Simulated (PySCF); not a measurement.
**Working out the ionisation energy of Au⁺**

Au⁺ [Xe] 4f14 5d10 (1S) → Au²⁺ [Xe] 4f14 5d9 (2D). Computed with PySCF 2.14 in ANO-RCC-VTZP (8s7p5d3f1g, 84 functions), with the spin-free X2C one-electron Hamiltonian (Gaussian nucleus). Frozen: [Kr] 4d10 4f14. Energies in hartree (1 hartree = 27.21139 eV):

```tsv
part	Au⁺ (lower)	Au²⁺ (upper)
UHF	-19007.821132	-19007.125742
CCSD correlation	-0.498278	-0.441987
(T)	-0.014885	-0.010750
```

Q: What does Hartree-Fock give?

A: (-19007.125742) − (-19007.821132) = 0.695390 hartree = 18.923 eV.

Q: What do CCSD and CCSD(T) give?

A: The CCSD correlation energies differ by 0.056291 hartree = 1.532 eV and the triples by 0.004135 hartree = 0.113 eV, so CCSD gives 20.455 eV and CCSD(T) 20.568 eV.

A first-order spin-orbit estimate adds -0.683 eV to CCSD(T) (valence and next inner shell), giving 19.885 eV against 20.203 ± 0.025 eV (measured; NIST Atomic Spectra Database, ionization energies).

What remains against the reference includes basis incompleteness, the frozen core and higher excitations.
